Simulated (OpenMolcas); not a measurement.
# Cr3+: the spin-orbit constant, Racah parameters, worked from levels

- Program: OpenMolcas
- Basis: ANO-RCC-VTZP [6s5p3d2f1g]
- Scalar Hamiltonian: DKH2, point nucleus
- Active space: 9 electrons in 8 orbitals (RAS1 3p, at most 2 holes; RAS2 3d)
- State averaging: 2S+1 = 4 even, 10 roots; 2S+1 = 2 even, 40 roots
- Spin-orbit coupling: state interaction with AMFI integrals over the reference wave functions, term energies averaged over their components

Methods: RASSCF; MS-RASPT2, IPEA 0.25 Eh, imaginary shift 0.1 Eh (closed shells correlated: 3s). Measured levels: Sugar and Corliss, J. Phys. Chem. Ref. Data 6, 317 (1977).

**The spin-orbit constant.** For the Hund term ⁴F of d3, E(J) = (A/2) J(J+1) + constant and ζ = 2S·A = 3A. From J = 3/2 to J = 9/2 the energy changes by 10.5 A.

```
   Source  E(9/2) - E(3/2)     A    ζ
   RASSCF           1046.0  99.6  299
MS-RASPT2           1045.2  99.5  299
 measured            945.6  90.1  270
```

All in cm-1. MS-RASPT2 is off by +10.5 % and RASSCF by +10.6 %. Both methods take the spin-orbit matrix elements from the reference wave functions, so the second can move ζ only through the term energies and any multistate remixing. Second-order mixing with other terms is absorbed into this ζ.

**Racah parameters.** Above ⁴F, d3 has ⁴P at 15B, ²G at 4B + 3C and ²H at 9B + 3C. The first two fix B and C, and the third tests them; where it misses by thousands of cm-1, two parameters do not describe the configuration (Trees and configuration-interaction terms are left out) and B and C hang on the terms chosen. Term energies are centres of gravity, weighted by 2J + 1.

| Source | ⁴P | ²G | B | C | C/B | ²H from B, C | ²H found |
| --- | --- | --- | --- | --- | --- | --- | --- |
| RASSCF | 16368 | 17865 | 1091 | 4500 | 4.12 | 23319 | 25071 |
| MS-RASPT2 | 14295 | 15024 | 953 | 3737 | 3.92 | 19788 | 21046 |
| measured | 13758 | 14699 | 917 | 3677 | 4.01 | 19284 | 20658 |

Energies in cm-1. From RASSCF to MS-RASPT2, B changes by -12.6 % and C by -17.0 %. Against the measured terms, MS-RASPT2 has B off by +3.9 % and C by +1.6 %.

CASPT2 does not keep the components of a term degenerate, so their means are used; among the terms shown or strongly mixed into the levels shown the widest spread is 1400 cm-1 (3d³ ⁴F, MS-RASPT2). Active for correlation alone: 3p; no level in the range computed is led by a configuration that opens it, so any true level of that kind is missing. Without dynamic correlation excited terms often stand tens of per cent too high (terms of higher spin than the ground term too low), and those without a measured partner can miss by more than the paired ones (holds for RASSCF). Computed and measured levels are paired by configuration, term and J; levels that our copy of the source lacks, or whose pairing is in doubt (as where it misses far off the trend of its configuration), stay unpaired and out of the deviations. Levels of configurations outside the active space are missing.
